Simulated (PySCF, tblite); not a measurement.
Isomers of C5H13OP, one GFN2-xTB conformer each. Single-point energies are computed at PBE0/pcSseg-1 (PySCF, gas phase, no added dispersion term), electronic only.

Question: Rank them by PBE0/pcSseg-1 energy, lowest first (kcal/mol).
A. `[CH3:1][CH2:2][P@H:3](=[O:4])[CH:5]([CH3:6])[CH3:7]` with C1–C2–P3–O4 -57°, C2–P3–C5–C6 -169°
B. `[CH3:1][C:2]([CH3:3])([CH3:4])[PH:5][CH2:6][OH:7]` with C2–P5–C6–O7 75°, P5–C6–O7–H 58°

Answer: A (0.0), B (23.2).

As drawn, the lower has a P=O bond, which the higher lacks; the higher has an O–H bond, which the lower lacks. GFN2-xTB itself gives, in the same order: 0.0, 44.8. Both levels put the same isomer lowest.

Which frontier levels, dipoles and rotational constants go with these structures?

```json
{"SMILES": "CC[P@H](=O)C(C)C", "HOMO (eV, PBE0/pcSseg-1)": "-7.51", "LUMO (eV)": "1.07", "dipole (D)": "3.77", "A, B, C (MHz)": "3786, 1327, 1205"}
{"SMILES": "CC(C)(C)PCO", "HOMO (eV, PBE0/pcSseg-1)": "-6.87", "LUMO (eV)": "0.55", "dipole (D)": "0.74", "A, B, C (MHz)": "3070, 1461, 1337"}
```

What happens when harmonic zero-point energies from GFN2-xTB frequencies are added?

| SMILES | ZPE (kcal/mol) | electronic (kcal/mol) | with ZPE (kcal/mol) |
| --- | --- | --- | --- |
| CC[P@H](=O)C(C)C | 107.3 | 0.0 | 0.0 |
| CC(C)(C)PCO | 106.8 | 23.2 | 22.8 |

The zero-point energies span 0.5 kcal/mol. The order is unchanged.
